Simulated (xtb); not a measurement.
F6Si2, SMILES F[Si](F)(F)[Si](F)(F)F. All values are semi-empirical tight-binding results from xtb (GFN2-xTB unless named), good for trends rather than for accurate numbers. Geometry: GFN2-xTB. One conformer was computed; it need not be the lowest.

Computed properties:
```yaml
point_group_as_xtb_finds_it: D3d
orbital_gap: 6.26 eV
dipole_moment: 0.00 D
zero_point_energy: 11.4 kcal/mol
G − E(el) at 298.15 K (modified RRHO): -10.5 kcal/mol
static polarisability (D4 model): 77.8 bohr³
solvation energy, GFN2-xTB/ALPB(water): 3.7 kcal/mol
solvation energy, GFN2-xTB/ALPB(thf): 1.7 kcal/mol
```
